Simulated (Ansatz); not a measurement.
HP$_{2}$ (SMILES P#[PH+]), charge +1, singlet, at a GFN2-xTB geometry; PBE/6-31G (Ansatz, a quantum-chemistry and plane-wave program).

Ansatz was given this input:
Ansatz 0.2 input:
```yaml
crystal:
  periodic: [false, false, false]
  atoms:
    - {symbol: P, position_ang: [-0.00000000, -0.00000000, -1.02596741]}
    - {symbol: P, position_ang: [0.00000000, 0.00000000, 0.87502951]}
    - {symbol: H, position_ang: [0.00000000, 0.00000000, 2.26406841]}
basis:
  gaussian:
    orbitals: 6-31G
    final_grid: {core_spheres: 14, valence_spheres: 28, degree: 59}
hamiltonian:
  xc: pbe
total_charge: 1
```

The log (banner, timings and long lists left out):

```
Functional definition: PBE
312 factors; integrals over basis functions are off by at most 2.1e-4 eV
mean field evaluation 1: about -18571.5471 eV, gradient 1.7e1 eV
mean field evaluation 2: about -18565.2096 eV, gradient 4.4e1 eV
mean field evaluation 4: about -18572.6780 eV, gradient 1.1e0 eV
mean field evaluation 8: about -18572.6820 eV, gradient 3.3e-2 eV
a density is far from that of the atoms, so the factors are made again for it
325 factors; integrals over basis functions are off by at most 3.7e-5 eV
mean field evaluation 16: about -18572.6819 eV, gradient 4.1e-4 eV
mean field -18572.68191962 eV, -682.5334715302 hartree, gradient 8.8e-6 eV, S^2 0.000000; 0 other end points of the search recorded, 0 dependent functions left out
reference -18572.68194544 eV, -682.5334724789 hartree; 15, 15 occupied and 13, 13 virtual orbitals, 325 factors
Total energy: -18572.68194544 eV, -682.5334724789 hartree
```
